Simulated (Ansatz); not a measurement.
Two members of one family (AlF3 adduct), computed with Ansatz in the gas phase. A negative affinity means that the extra electron isn't bound at that geometry and level; within about 0.2 eV of zero the sign isn't settled. Binding counts from free atoms in the multiplicity of their measured ground term, without zero-point energy. A dash marks a value that wasn't run or was left out as unsound. The structures are stationary points that may keep the symmetry of their start. Remarks come from the PBE and PBE0 runs and from stability tests at other levels; not every state was tested. A HOMO above zero means that the electron is unbound at that level and held by the basis, or that self-interaction error raises the level; the energy of removing that electron tells which.

First: Al(NH3)F3 (singlet, charge 0, r2SCAN-D4/def2-SVP geometry).

Cartesian coordinates in Å:
```
Al -0.7645 -0.0846 0.6820
N 0.7267 0.0811 -0.6480
H 1.5879 0.3960 -0.1954
H 0.4894 0.7551 -1.3802
H 0.9177 -0.8188 -1.0973
F -1.8878 0.9446 0.0003
F 0.0083 0.4473 2.0632
F -1.0778 -1.7209 0.5754
```

```json
{"level": "PBE-D4/def2-SVP", "HOMO (eV)": "-7.74", "LUMO (eV)": "-0.93", "gap (eV)": "6.80", "vertical EA (eV)": "–", "binding per atom (eV)": "4.16"}
{"level": "PBE-D4/def2-TZVP", "HOMO (eV)": "-8.26", "LUMO (eV)": "-1.36", "gap (eV)": "6.90", "vertical EA (eV)": "–", "binding per atom (eV)": "4.16"}
{"level": "PBE-D4/def2-TZVPD", "HOMO (eV)": "-8.39", "LUMO (eV)": "-1.72", "gap (eV)": "6.67", "vertical EA (eV)": "-0.08", "binding per atom (eV)": "4.16"}
{"level": "B3LYP-D4/6-31G", "HOMO (eV)": "-9.53", "LUMO (eV)": "-0.52", "gap (eV)": "9.02", "vertical EA (eV)": "–", "binding per atom (eV)": "3.76"}
{"level": "PBE0-D4/def2-TZVPD", "HOMO (eV)": "-10.43", "LUMO (eV)": "-0.98", "gap (eV)": "9.44", "vertical EA (eV)": "-0.22", "binding per atom (eV)": "4.05"}
```

Remarks: HOMO above zero (-1 doublet).

Second: Al(PH3)F3 (singlet, charge 0, r2SCAN-D4/def2-SVP geometry).

Cartesian coordinates in Å:
```
Al -0.4724 1.1648 0.6188
P 0.3711 -0.9124 -0.4829
H 1.7580 -1.0101 -0.7504
H -0.1423 -1.2389 -1.7613
H 0.1670 -2.1476 0.1782
F 0.0452 2.2798 -0.5034
F 0.3686 1.0663 2.0511
F -2.0952 0.7982 0.6499
```

Question: Estimate the same table for the second.

Answer: 
| level | HOMO (eV) | LUMO (eV) | gap (eV) | vertical EA (eV) | binding per atom (eV) |
| --- | --- | --- | --- | --- | --- |
| PBE-D4/def2-SVP | -7.99 | -1.33 | 6.66 | – | 3.71 |
| PBE-D4/def2-TZVP | -8.38 | -1.69 | 6.69 | – | 3.73 |
| PBE-D4/def2-TZVPD | -8.45 | -1.76 | 6.69 | -0.26 | 3.73 |
| B3LYP-D4/6-31G | -9.61 | -0.53 | 9.08 | – | 3.28 |
| PBE0-D4/def2-TZVPD | -9.93 | -0.84 | 9.09 | -0.43 | 3.64 |

Remarks: HOMO above zero (-1 doublet).
